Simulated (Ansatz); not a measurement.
`C/C([SiH3])=C\N`. Total charge 0; spin multiplicity 1.

```xyz
14

C     1.0546    0.1498   -1.0517
C     0.0824   -0.1709    0.0514
Si    0.3260   -1.6455    1.1260
C    -0.9909    0.6142    0.2551
N    -1.3373    1.7034   -0.5024
H     1.4474    1.1717   -0.9660
H     1.9194   -0.5166   -1.0452
H     0.5907    0.0613   -2.0416
H     1.6364   -1.6001    1.8393
H     0.3288   -2.9189    0.3471
H    -0.7669   -1.7098    2.1363
H    -1.7006    0.3856    1.0451
H    -1.9589    2.3774   -0.0927
H    -0.6313    2.0984   -1.1008
```

Task: Give the diagnostics of a CCSD(T)/def2-TZVPP run (frozen core, Ansatz 0.2.0). (Estimate.)

Result: Ansatz gave: T1 = 0.0117, largest single amplitude 0.029, largest double 0.074, (T) share of the correlation energy 4.0 %, 9 CCSD cycles. The RHF solution is stable towards an unrestricted one. T1 lies under the customary mark of 0.02 for closed shells.
